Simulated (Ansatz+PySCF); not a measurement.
Results of a calculation; reference values are marked as such.
Several solutions for singlet BeO

| atom | x (Å) | y (Å) | z (Å) |
| --- | --- | --- | --- |
| Be | 0.0000 | 0.0000 | -1.7846 |
| O | 0.0000 | 0.0000 | 0.8923 |

Basis set: STO-3G (spherical functions). Charge 0, multiplicity 1.

UHF was run from several starts with Ansatz (development build ahead of 0.2.0) and PySCF 2.14.0.

| run | program | start | converged | energy (hartree) | <S²> |
| --- | --- | --- | --- | --- | --- |
| A | PySCF | guess 1e, instabilities followed | yes | -88.11471 | 1.28 |
| B | Ansatz | atomic start, no search | yes | -88.01701 | 0.00 |
| C | Ansatz | search for the lowest state | yes | -88.11471 | 1.28 |
| D | PySCF | guess atom, instabilities followed | yes | -88.11471 | 1.28 |
| E | Ansatz | stability test followed | yes | -88.11471 | 1.28 |
| F | PySCF | guess huckel, instabilities followed | yes | -88.11471 | 1.28 |
| G | PySCF | guess minao, instabilities followed | yes | -88.11471 | 1.28 |
| H | PySCF | program defaults | yes | -88.01701 | 0.00 |

Problem. Which runs reached the lowest solution of this kind, and what is wrong with the others?

Solution. A, C, D, E, F, G reached the lowest solution found. Converged but too high: B by 2.66 eV, H by 2.66 eV. Convergence only shows a stationary point, and even a stable one can lie too high; stability tests and further starts are what find lower ones. Caution: another spin multiplicity may lie lower. Caution: the unrestricted determinant is a mixture of spin states.
